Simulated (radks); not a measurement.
The table gives one normalised radial function P(r) = r R(r) of Se4+ in [Ar] 3d10 4s2 (r in bohr). Calculated with a radial shooting solver on a logarithmic mesh with Libxc functionals: non-relativistic Kohn-Sham, exchange-only LDA, spin-polarised, spherical densities, point nucleus.

r	P
0.002481	0.0000
0.003205	0.0000
0.004173	0.0000
0.00539	0.0001
0.006963	0.0002
0.009067	0.0004
0.01171	0.0009
0.01525	0.0018
0.0197	0.0037
0.02565	0.0077
0.03314	0.0154
0.0428	0.0300
0.05574	0.0579
0.072	0.1060
0.09375	0.1894
0.1211	0.3157
0.1564	0.4949
0.2037	0.7286
0.2631	0.9708
0.3426	1.1745
0.4426	1.2581
0.5717	1.1899
0.7444	0.9777
0.9616	0.6969
1.252	0.4105
1.617	0.1976
2.106	0.0693
2.721	0.0172
3.514	0.0026
4.576	0.0002

Which n and l does it have? It may be an empty orbital.

Answer. n = 3, l = 2: the number of nodes gives n - l - 1 = 0, the rise at small r (about r^(l+1)) gives l, and the extent must fit the shell. The curve is that of 3d. 3d: eigenvalue -103.77 eV, 0 radial nodes, <r> = 0.622 bohr, 90 % of the charge inside 1.03 bohr.
